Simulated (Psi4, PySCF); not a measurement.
Conformational energy of SMILES CC(C)C[Si](Cl)(Cl)Cl, singlet. Scanned: dihedral C1–C2–C4–Si5; all other coordinates were relaxed at GFN2-xTB. Heavy atoms are numbered in the order of the SMILES CC(C)C[Si](Cl)(Cl)Cl, hydrogens after them in the order of the atoms that carry them; the mirror image has the same energies with the sign of each dihedral reversed.

- RHF/LANL2DZ = restricted Hartree-Fock/LANL2DZ, with its core potentials past Ne // GFN2-xTB (PySCF)
- PBE-D3(BJ)/def2-SVP // GFN2-xTB (Psi4)

Energies relative to the lowest point of each profile, in kJ/mol:

```csv
φ / °,RHF/LANL2DZ
-150,3.1
-120,7.0
-90,3.6
-60,0.0
-30,10.7
0,22.2
30,14.7
60,12.1
90,12.1
120,22.1
150,12.9
180,0.3
```

Q: What does PBE-D3(BJ)/def2-SVP give at the same points?

A: -150: 3.0; -120: 8.9; -90: 3.9; -60: 0.0; -30: 8.4; 0: 17.6; 30: 8.3; 60: 5.0; 90: 6.0; 120: 17.3; 150: 10.6; 180: 0.3 (kJ/mol).
